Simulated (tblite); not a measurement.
C5H2N3S (doublet state).
Structure used (GFN2-xTB), in Å, numbered top down from 1:
```xyz
11
C5H2N3S angstrom
N     -1.7041    2.8365    0.1806
C     -1.5987    1.7015    0.0901
C     -1.4168    0.2839   -0.0213
N     -2.4422   -0.4602   -0.0377
C     -0.0374   -0.1516   -0.1031
C      0.4688   -1.3983   -0.2071
N      1.7649   -1.5582   -0.2613
C      2.3902   -0.4252   -0.2032
S      1.3661    0.9610   -0.0735
H     -2.2441   -1.4553   -0.1182
H      3.4588   -0.3314   -0.2313
```

Computed with GFN2-xTB (tblite): harmonic, unscaled wavenumbers at the GFN2-xTB geometry, gas phase. The method is semi-empirical: single wavenumbers can be off by several per cent or more. One conformer, not necessarily the lowest. Open shells enter through the occupations alone, without spin polarisation, and single modes of such species can be off by tens of per cent.

Harmonic wavenumbers (cm⁻¹): 50.0, 94.8, 147.5, 203.3, 281.9, 349.6, 423.1, 448.1, 548.7, 597.3, 633.7, 658.0, 660.4, 758.7, 811.9, 856.8, 903.4, 1052.8, 1111.6, 1242.1, 1367.3, 1409.1, 1505.6, 1648.1, 2388.4, 3143.4, 3341.7.

A = 2911, B = 1177, C = 837.9 MHz; mass 135.997 u (most abundant isotopes); point group Cs, symmetry number 1; spin multiplicity 2.

**Question.** What is the zero-point energy?

**Answer.** ½Σν̃ = 13319 cm⁻¹ = 159.33 kJ/mol.

**Question.** Give the ideal-gas entropy at 200 K and 1 bar in the rigid-rotor, harmonic-oscillator model (classical rotation).

**Answer.** Translation 161.82, rotation 116.80, vibration 55.41, spin (R ln 2) 5.76: S = 339.8 J/(mol K).

**Question.** And Cp and H(200 K) − H(0)?

**Answer.** Cp = 96.44 J/(mol K), of which vibrations give 63.18 (their classical limit is 27 R = 224.5); H(200 K) − H(0) = 12.78 kJ/mol without the zero-point energy, 6.13 from vibrations.

**Question.** Which modes carry the vibrational entropy at 200 K?

**Answer.** 50.0 cm⁻¹: 16.86; 94.8 cm⁻¹: 11.66; 147.5 cm⁻¹: 8.20; 203.3 cm⁻¹: 5.86; 281.9 cm⁻¹: 3.73; 349.6 cm⁻¹: 2.54 J/(mol K); the other 21 give 6.56 together.

**Question.** Blend soft modes into free rotors: weight 1/[1 + (100 cm⁻¹/ν̃)⁴] for the oscillator and the rest for a rotor with moment μB/(μ + B), μ = h/(8π²ν), B = 10⁻⁴⁴ kg m². What vibrational entropy results?

**Answer.** 51.53 J/(mol K) in place of 55.41, which changes −T·S at 200 K by +0.78 kJ/mol.

**Question.** How do the functions run with temperature in this model?

**Answer.** 
| T (K) | S (J/(mol K)) | Cp (J/(mol K)) | H − H(0) (kJ/mol) | G − H(0) (kJ/mol) | ln q(vib) |
| --- | --- | --- | --- | --- | --- |
| 100 | 285.6 | 64.0 | 4.77 | -23.78 | 1.17 |
| 300 | 384.8 | 126.7 | 23.99 | -91.46 | 4.84 |
| 500 | 460.6 | 169.7 | 54.01 | -176.27 | 8.53 |
| 800 | 548.8 | 204.2 | 110.71 | -328.29 | 13.61 |
| 1000 | 595.8 | 217.3 | 152.94 | -442.88 | 16.62 |

q(vib) and H(0) count from the zero-point level.

Hindered rotation and anharmonicity are outside this model. Other conformers, if any are populated, would add a mixing term that is left out.
